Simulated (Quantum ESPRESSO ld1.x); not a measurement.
All-electron atom: the phosphorus ion P6+ in [He] 2s2 2p5. All-electron calculation, non-relativistic Kohn-Sham, LDA (Slater exchange, Perdew-Wang correlation), spin-polarised, spherical densities, point nucleus; open shells are filled with parallel spins first. Program: ld1.x of Quantum ESPRESSO 7.5.

Unscreened Slater integrals over Kohn-Sham orbitals (hartree). They are taken over the spin-up orbitals.

integral     value
F0(2p,2p)   1.9973
F2(2p,2p)  0.93051
F0(2p,2s)   1.8760
G1(2p,2s)   1.1070
F0(2p,1s)   2.7764
G1(2p,1s)  0.41285
F0(2s,2s)   1.7958
F0(2s,1s)   2.5296
G0(2s,1s)  0.21478
F0(1s,1s)   9.0245

Derived for the open shells (J is the average intra-shell exchange parameter used in DFT+U). 2p: J = F2/5 = 0.1861 hartree.
